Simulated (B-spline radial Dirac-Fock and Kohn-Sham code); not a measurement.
**Relativistic shifts of the levels of Ru³⁸⁺**

System: the Ru³⁸⁺ ion in the configuration [He] 2s2 2p2.

Both columns are ΔSCF binding energies of the configuration average from a radial B-spline solver: non-relativistic Hartree-Fock with a point nucleus, and Dirac-Fock with a finite nucleus and the Coulomb interaction alone, averaged over the two j levels with weights 2j+1.

```tsv
shell	Hartree-Fock (eV)	Dirac-Fock (eV)	shift (eV)	shift (%)
1s	24602.1	25251.2	+649.05	+2.64
2s	5606.8	5791.3	+184.51	+3.29
2p	5500.0	5572.1	+72.16	+1.31
```

Relativity binds 1s, 2s, 2p more strongly, among those listed most of all 2s in relative terms.

Values without a named source are computed, but for edge energies of neutral atoms, which are taken from tables.
